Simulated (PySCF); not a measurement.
C2H6GeO2, SMILES [CH3][Ge@@H]([OH])[CH]=O. The structure is a stationary point at PBE0-D3(BJ)/def2-SVP. The structure was generated by enumeration; whether it is a known compound was not checked. The values are those of a single conformer.

Computed equilibrium geometry at PBE0-D3(BJ)/def2-SVP (PySCF confirms it by a frequency run) as a Z-matrix (one conformer of several):
```
Ge
O 1 1.7771
H 2 0.9702 1 106.55
H 1 1.5426 2 110.45 3 -114.03
C 1 1.9412 4 112.16 2 124.09
H 5 1.0991 1 110.02 4 179.22
H 5 1.0996 6 108.58 1 -120.19
H 5 1.1001 6 109.20 7 -118.13
C 1 2.0041 4 110.97 2 -108.97
O 9 1.2075 1 116.67 4 115.91
H 9 1.1237 10 119.89 3 179.69
```
